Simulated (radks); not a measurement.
The numbers below are computed, except where a source is named.
Species: Au II. Configuration: [Xe] 4f14 5d10. Level of theory: scalar-relativistic Kohn-Sham, PBEsol, spin-polarised, spherical densities, finite nucleus; Fermi nuclear charge, rms radius 5.4371 fm (a radial shooting solver on a logarithmic mesh with Libxc functionals). Some entries of the table are withheld. Estimate them.

orbital  occ.  eigenvalue (Ry)  <r^2> (bohr^2)  <r> (bohr)
1s          2        -5932.920       0.0003935         (1)
2s          2        -1047.414        0.005999     0.07115
2p          6        -906.0176        0.005048     0.06425
3s          2        -247.6806         0.03869      0.1839
3p          6        -206.6464         0.03976      0.1852
3d         10        -162.7008             (2)      0.1677
4s          2        -54.21595          0.1871      0.4072
4p          6        -40.75319          0.2138      0.4337
4d         10        -24.56482          0.2429      0.4585
5s          2         -8.58965          0.9653      0.9273
4f         14         -6.59004          0.3017      0.4988
5p          6         -5.02520             (3)       1.073
5d         10         -1.12875           2.952       1.574

Answer. 
(1) 1s <r> (bohr): 0.01687
(2) 3d <r^2> (bohr^2): 0.03293
(3) 5p <r^2> (bohr^2): 1.305
